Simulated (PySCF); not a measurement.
## Dipole moment and polarisability of `CN[SiH]([SiH3])[SiH3]`

CH₁₁NSi₃.
Numbering: `[CH3:1][NH:2][SiH:3]([SiH3:4])[SiH3:5]` (hydrogens: H6, H7, H8 on C1; H9 on N2; H10 on Si3; H11, H12, H13 on Si4; H14, H15, H16 on Si5)

Cartesian coordinates in Å at the GFN2-xTB level; atoms count from 1:
```
atom  x, y, z in Å
C1    -0.8847    2.1049   -0.5526
N2     0.2455    1.2394   -0.3235
Si3    0.1531   -0.2148    0.6100
Si4   -1.5773   -1.4712   -0.2896
Si5    2.2908   -1.0921    0.5487
H6    -1.0584    2.7986    0.2788
H7    -1.7774    1.4937   -0.6751
H8    -0.7371    2.6901   -1.4630
H9     1.1043    1.7686   -0.2949
H10   -0.1987    0.0906    2.0291
H11   -1.7243   -1.3315   -1.7421
H12   -1.3646   -2.8999   -0.0360
H13   -2.9046   -1.1607    0.2589
H14    2.3318   -2.3286    1.3324
H15    2.7501   -1.4437   -0.7976
H16    3.3441   -0.2344    1.1050
```

Level: CAM-B3LYP/def2-SVPD (PySCF), static field, nuclei fixed, core orbitals frozen in the response. The polarisability tensor in these axes (au):

```
x   123.16  -1.90   7.33
y    -1.90 107.89  -1.43
z     7.33  -1.43  93.77
```

Task: Give the principal values, the mean and the anisotropy Δα = √{½[(α1 − α2)² + (α2 − α3)² + (α1 − α3)²]}.

Result: Principal values 91.98, 107.67 and 125.16 au; mean 108.27 au = 16.04 Å³ = 17.85 × 10⁻⁴⁰ C²·m²/J; Δα = 28.75 au (27 % of the mean).

Task: What is the dipole moment, and where does it point?

Result: (0.08, 1.41, 0.01) D, 1.42 D in size, pointing from the negative to the positive side. Measured along this direction, the outermost atoms are H12 at the negative end and H6 and H8 at the positive end.

Task: Give the principal axes and the span of the nuclei along them.

Result: Largest value along (0.96, -0.13, 0.23), where the nuclei span 6.11 Å; middle along (0.14, 0.99, -0.03), 5.68 Å; least along (-0.22, 0.06, 0.97), 3.51 Å. The response follows the extents in order.

Task: Refractivity n − 1 of an ideal gas of it at 500 K and 1 atm, from the electronic α?

Result: N = p/kT = 1.4678 × 10¹⁹ cm⁻³, so n − 1 = 2π × N × 16.04 × 10⁻²⁴ cm³ = 1480 × 10⁻⁶ at long wavelengths.

Task: Form Σ f/ω² (atomic units) for the 8 lowest TDDFT singlets, given as eV and f, and set it beside the mean polarisability, which is this sum over all singlets: 5.28, 0.0010; 6.11, 0.0135; 6.50, 0.0089; 6.60, 0.0162; 6.71, 0.1414; 6.86, 0.0318; 7.04, 0.0456; 7.13, 0.0963.

Result: They add up to 5.64 au, 5.2 % of the 108.27 au; the largest single term is 2.32 au, from the state at 6.71 eV. Terms in order: 0.03, 0.27, 0.16, 0.28, 2.32, 0.50, 0.68, 1.40 au. Higher excitations give the rest. The strengths listed sum to 0.355.

One conformer (not necessarily the lowest) at the GFN2-xTB geometry, without solvent, vibrations or thermal averaging.
